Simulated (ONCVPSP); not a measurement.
H (Z = 1): one change to an ONCV potential, before and after

```
Element                 : hydrogen (H)
Generator               : ONCVPSP 4.0.1
Type                    : optimised norm-conserving Vanderbilt (ONCV)
Functional              : LDA (Perdew-Zunger)
Relativity              : scalar-relativistic
Frozen core             : none
Valence charge          : 1
Reference configuration : 1s1
Partial waves           : 1s: rc 1.00 bohr, ncon 4, nbas 9, qcut 6.2 1/bohr, local
Local potential         : the s channel
Core correction         : none
```

Change: s: rc 1.3.

Cutoffs: the cutoffs (Ha) at which the residual kinetic energy of the hardest occupied pseudo-wave falls to 1 and 0.1 mHa per electron; they do not see the model core or the augmentation charge, which bear on the density cutoff. Errors are all-electron minus pseudo energies relative to the spin-unpolarised reference configuration.

Task: Predict the effect on cutoff, ghosts and configuration errors.

Result: The potential gets softer (16 Ha and 45 Ha → 12 Ha and 17 Ha); neither file shows a bound ghost. A larger radius leaves more room for a smooth pseudo-wave, so fewer plane waves are needed.

| quantity | base | changed |
| --- | --- | --- |
| cutoff, loose | 16 Ha | 12 Ha |
| cutoff, tight | 45 Ha | 17 Ha |
| bound ghosts | none | none |
| GHOST(+) flags under 300 eV | none | none |
| error for 1s0.5, meV [ΔE 4.64 eV] | +1.0 | +2.3 |
